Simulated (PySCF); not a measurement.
The 10-electron isoelectronic series, spin-free X2C

All values are computed (PySCF 2.14, energy differences of UHF-based or UKS calculations, no spin-orbit coupling). Each ion has its own even-tempered basis scaled to its charge (18s13p5d5f4g for the first); frozen: nothing. Ionisation energies in eV, correlation energies of the ion in mhartree.

```csv
ion,configuration,UHF,LDA,PBE,PBE0,r2SCAN,MP2 (all electrons),E_corr MP2,"NIST (with spin-orbit, Breit and QED)"
W⁶⁴⁺,[Ne] (1S),16048.0,16041.2,16042.9,16044.7,16049.2,16049.9,-466.9,15566 ± 11 (s)
Re⁶⁵⁺,[Ne] (1S),16547.7,16540.8,16542.5,16544.3,16549.0,16549.7,-469.3,16080 ± 30 (t)
Os⁶⁶⁺,[Ne] (1S),17056.1,17048.9,17050.8,17052.6,17057.3,17058.0,-472.2,16560 ± 40 (t)
Ir⁶⁷⁺,[Ne] (1S),17573.1,17565.8,17567.7,17569.5,17574.4,17575.0,-474.7,17040 ± 40 (t)
Pt⁶⁸⁺,[Ne] (1S),18098.8,18091.3,18093.3,18095.2,18100.1,18100.8,-477.4,17540 ± 50 (t)
Au⁶⁹⁺,[Ne] (1S),18633.3,18625.7,18627.8,18629.7,18634.6,18635.3,-480.4,18040 ± 50 (t)
Tl⁷¹⁺,[Ne] (1S),19729.0,19721.0,19723.2,19725.2,19730.4,19731.0,-486.1,19070 ± 60 (t)
Pb⁷²⁺,[Ne] (1S),20290.3,20282.2,20284.4,20286.4,20291.7,20292.3,-489.4,19590 ± 70 (t)
Bi⁷³⁺,[Ne] (1S),20860.7,20852.4,20854.7,20856.7,20862.1,20862.7,-492.5,20130 ± 90 (t)
```

Task: Interpolate the row of Hg⁷⁰⁺.

Result: configuration [Ne] (1S); UHF 19176.7; LDA 19168.9; PBE 19171.0; PBE0 19173.0; r2SCAN 19178.0; MP2 (all electrons) 19178.7; E_corr MP2 -483.3; NIST (with spin-orbit, Breit and QED) 18550 ± 60 (t).

Each ion has its own basis, which adds noise of up to about 0.1 % along the series.

NIST values marked (s) are semi-empirical, (t) theoretical. Open shells are high-spin determinants of the terms that Hund's rules give.

Spin-orbit coupling of the open shells is absent from the calculated values and included in NIST's; it grows fast with Z.

At high Z the X2C-1e correlation energies are inflated by the missing two-electron picture change in the 1s pairs.
